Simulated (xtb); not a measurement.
B(I)2(Me) (CH₃BI₂), SMILES CB(I)I. All values are semi-empirical tight-binding results from xtb (GFN2-xTB unless named), good for trends rather than for accurate numbers. Coordinates come from a GFN2-xTB optimisation.

Optimised geometry:

Bonds (Å): B1–I2 2.110, B1–I3 2.111, B1–C4 1.570, C4–H5 1.091, C4–H6 1.095, C4–H7 1.090. Bond angles (°): I2–B1–I3 119.7, I2–B1–C4 120.5, I3–B1–C4 119.7, B1–C4–H5 113.1, B1–C4–H6 109.5, B1–C4–H7 114.0, H5–C4–H6 105.5, H5–C4–H7 108.0, H6–C4–H7 106.2.

The orbital gap comes out as 3.69 eV, the zero-point energy is 25.6 kcal/mol and the G − E(el) at 298.15 K (modified RRHO) comes out as 4.6 kcal/mol. The static polarisability (D4 model) is 88.6 bohr³, the solvation energy, GFN2-xTB/ALPB(water) is -3.2 kcal/mol and the solvation energy, GFN2-xTB/ALPB(chcl3) comes out as -9.3 kcal/mol.

Task: Give the atomic charges and the Wiberg bond orders between heavy atoms. (An estimate is asked for; the answer gives what the named calculation found.)

Result: charges (e) B1 0.34, I2 -0.16, I3 -0.16, C4 -0.19, H5 0.05, H6 0.06, H7 0.05. Bond orders B1–I2 1.13, B1–I3 1.12, B1–C4 1.09.
